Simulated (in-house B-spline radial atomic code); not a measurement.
How numerical settings move a run on K II (K+), [Ne] 3s2 3p6. Computed with an all-electron radial atomic-structure program (B-spline basis): non-relativistic M06-2X, spherical fractional occupations, point nucleus.

Command:
```bash
python run_scf.py task.json out
```
Settings of the sound reference run:
```
Z                19
electrons        18
configuration    [Ne] 3s2 3p6
hamiltonian      nr
method           m062x
spin_polarised   False
knot_spacing     0.22
spline_order     8
gauss_points     12
box_radius       35.29
max_iterations   70
damping          0.5
damped_steps     3
diis_vectors     10
tolerance        1e-08
start            Thomas-Fermi
```

Cost of the run: 0.35 s on 1 thread of Intel(R) Xeon(R) Platinum 8488C, on a shared host.

It converges in 9 iterations to -599.763221 hartree, with 3p at -28.7654 eV. The other runs change the listed settings, some to values that make no sense; their results aren't properties of the atom or ion. Radii are in bohr (the nuclear one in fm), a minus after a letter asks for a j subshell, and «unchanged» means within 1e-8 hartree. The run stops when the residual is below 10 × tolerance × max(1, Z/10), or a noise floor if that is larger, and the energy moves by less than 1e-8 × √|E| hartree; so very loose and very tight tolerances often act alike.

| changed settings | outcome |
| --- | --- |
| spline_order = 5 | converged in 9 iterations, energy -3.02e-04 hartree from the reference, 3p level -1.4e-02 eV |
| damped_steps = 30 | converged in 18 iterations, energy unchanged, 3p level +1.7e-06 eV |
| spline_order = 7 | converged in 11 iterations, energy +2.75e-04 hartree from the reference, 3p level -2.8e-02 eV |
| spline_order = 4, max_iterations = 75, tolerance = 1e-13, start = bare nucleus | converged in 10 iterations, energy +1.27e-03 hartree from the reference, 3p level -2.0e-02 eV |
| spline_order = 6 | converged in 9 iterations, energy +5.70e-04 hartree from the reference, 3p level +4.4e-03 eV |
| hamiltonian = dirac, method = scan,scan, nucleus = fermi, rms_radius = 3.4349, mass_number = 39, atomic_mass = 38.96371, speed_of_light = 137.036 | stopped with error: meta-GGAs are not served with the Dirac Hamiltonian |
| first_knot = 0.0526, max_iterations = 75, diis_vectors = 4, tolerance = 0.0001 | converged in 6 iterations, energy +6.08e-04 hartree from the reference, 3p level -8.5e-03 eV |
| spline_order = 4 | converged in 9 iterations, energy +1.27e-03 hartree from the reference, 3p level -2.0e-02 eV |
| damped_steps = 1 | converged in 7 iterations, energy unchanged, 3p level -3.1e-06 eV |
| damped_steps = 0 | converged in 7 iterations, energy unchanged, 3p level -2.6e-06 eV |

What happens with spline_order = 10?

Converged in 9 iterations, energy +1.87e-04 hartree from the reference, 3p level -2.3e-02 eV.

What happens with max_iterations = 12?

Converged in 9 iterations, energy unchanged.

What happens with damped_steps = 8?

Converged in 12 iterations, energy unchanged, 3p level +1.6e-06 eV.

What happens with knot_spacing = 2, max_iterations = 100, damped_steps = 8, tolerance = 1e-10?

Converged in 14 iterations, energy +4.27e+01 hartree from the reference, 3p level -4.9e+00 eV (the program warns: 3p reaches the box edge; 1s reaches the box edge).
